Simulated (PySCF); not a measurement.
BF2 (SMILES F[B]F), doublet, at a GFN2-xTB geometry; CCSD/STO-3G (PySCF).

Input for PySCF:
```python
from pyscf import gto, scf, cc

mol = gto.M(
    atom='''
F    -1.099333   -0.189748    0.050978
B    -0.017998    0.560752   -0.017795
F     1.109332   -0.121780   -0.041092
''',
    basis='sto-3g',
    charge=0,
    spin=1,
    verbose=4,
)

mf = scf.UHF(mol)
mf.kernel()

mycc = cc.CCSD(mf)
mycc.diis_space = 3
mycc.kernel()
print('E(CCSD) = %.10f' % mycc.e_tot)
```

Output, abridged:

```
PySCF version 2.14.0

[INPUT] verbose = 4
[INPUT] num. atoms = 3
[INPUT] num. electrons = 23
[INPUT] charge = 0
[INPUT] spin (= nelec alpha-beta = 2S) = 1
[INPUT] symmetry False subgroup None
[INPUT] Mole.unit = angstrom
[INPUT] Symbol           X                Y                Z      unit          X                Y                Z       unit  Magmom
[INPUT]  1 F     -1.099333000000  -0.189748000000   0.050978000000 AA   -2.077438289696  -0.358571752684   0.096334458378 Bohr   0.0
[INPUT]  2 B     -0.017998000000   0.560752000000  -0.017795000000 AA   -0.034011290790   1.059667703802  -0.033627676387 Bohr   0.0
[INPUT]  3 F      1.109332000000  -0.121780000000  -0.041092000000 AA    2.096333661216  -0.230130847450  -0.077652625911 Bohr   0.0

nuclear repulsion = 55.5144503863239
number of shells = 9
number of NR pGTOs = 45
number of NR cGTOs = 15
basis = sto-3g
ecp = {}

******** <class 'pyscf.scf.uhf.UHF'> ********
method = UHF
initial guess = minao
damping factor = 0
level_shift factor = 0
DIIS = <class 'pyscf.scf.diis.CDIIS'>
diis_start_cycle = 1
diis_space = 8
diis_damp = 0
SCF conv_tol = 1e-09
SCF conv_tol_grad = None
SCF max_cycles = 50
direct_scf = True
direct_scf_tol = 1e-13
number electrons alpha = 12  beta = 11
Set gradient conv threshold to 3.16228e-05
init E= -220.595975455432

cycle= 1 E= -220.378208646078  delta_E= 0.218  |g|= 0.337  |ddm|= 1.61
cycle= 2 E= -220.468550525228  delta_E= -0.0903  |g|= 0.0952  |ddm|= 0.602
cycle= 3 E= -220.475900380489  delta_E= -0.00735  |g|= 0.0276  |ddm|= 0.135
cycle= 4 E= -220.477145442182  delta_E= -0.00125  |g|= 0.00794  |ddm|= 0.0881
cycle= 5 E= -220.477272996068  delta_E= -0.000128  |g|= 0.00269  |ddm|= 0.0257
cycle= 6 E= -220.47728814315  delta_E= -1.51e-05  |g|= 0.000565  |ddm|= 0.00983
cycle= 7 E= -220.477288754448  delta_E= -6.11e-07  |g|= 0.000151  |ddm|= 0.00177
cycle= 8 E= -220.477288810937  delta_E= -5.65e-08  |g|= 2.59e-05  |ddm|= 0.000532
cycle= 9 E= -220.47728881239  delta_E= -1.45e-09  |g|= 6.86e-06  |ddm|= 7.96e-05
cycle= 10 E= -220.477288812479  delta_E= -8.88e-11  |g|= 7.92e-07  |ddm|= 2.14e-05
Extra cycle  E= -220.477288812479  delta_E= -5.12e-13  |g|= 3.37e-07  |ddm|= 1.24e-06
converged SCF energy = -220.477288812479  <S^2> = 0.75383276  2S+1 = 2.0038291

******** <class 'pyscf.cc.uccsd.UCCSD'> ********
CC2 = 0
CCSD nocc = (np.int64(12), np.int64(11)), nmo = (15, 15)
max_cycle = 50
direct = 0
conv_tol = 1e-07
conv_tol_normt = 1e-06
diis_space = 3
diis_start_cycle = 0
diis_start_energy_diff = 1e+09
Init t2, MP2 energy = -0.0722512000162218
Init E_corr(UCCSD) = -0.0722512000163333
cycle = 1  E_corr(UCCSD) = -0.074250494746036  dE = -0.00199929473  norm(t1,t2) = 0.0881034
cycle = 2  E_corr(UCCSD) = -0.0815890291382636  dE = -0.00733853439  norm(t1,t2) = 0.0259792
cycle = 3  E_corr(UCCSD) = -0.0818653656197231  dE = -0.000276336481  norm(t1,t2) = 0.0156488
cycle = 4  E_corr(UCCSD) = -0.08353637792619  dE = -0.00167101231  norm(t1,t2) = 0.00707511
cycle = 5  E_corr(UCCSD) = -0.0835446459829927  dE = -8.2680568e-06  norm(t1,t2) = 0.00189565
cycle = 6  E_corr(UCCSD) = -0.083545560565315  dE = -9.14582322e-07  norm(t1,t2) = 0.000974482
cycle = 7  E_corr(UCCSD) = -0.0835314017380909  dE = 1.41588272e-05  norm(t1,t2) = 0.000297026
cycle = 8  E_corr(UCCSD) = -0.083541500143899  dE = -1.00984058e-05  norm(t1,t2) = 0.000143493
cycle = 9  E_corr(UCCSD) = -0.0835402134351716  dE = 1.28670873e-06  norm(t1,t2) = 6.74631e-05
cycle = 10  E_corr(UCCSD) = -0.0835406722427302  dE = -4.58807559e-07  norm(t1,t2) = 3.33831e-05
cycle = 11  E_corr(UCCSD) = -0.0835389398766824  dE = 1.73236605e-06  norm(t1,t2) = 1.87818e-05
cycle = 12  E_corr(UCCSD) = -0.0835391354267487  dE = -1.95550066e-07  norm(t1,t2) = 9.1296e-06
cycle = 13  E_corr(UCCSD) = -0.0835388241762655  dE = 3.11250483e-07  norm(t1,t2) = 3.74224e-06
cycle = 14  E_corr(UCCSD) = -0.0835388039599154  dE = 2.02163501e-08  norm(t1,t2) = 2.1178e-06
cycle = 15  E_corr(UCCSD) = -0.0835387506379485  dE = 5.33219669e-08  norm(t1,t2) = 9.71122e-07
UCCSD converged
E(UCCSD) = -220.5608275631173  E_corr = -0.08353875063794851
E(CCSD) = -220.5608275631
```
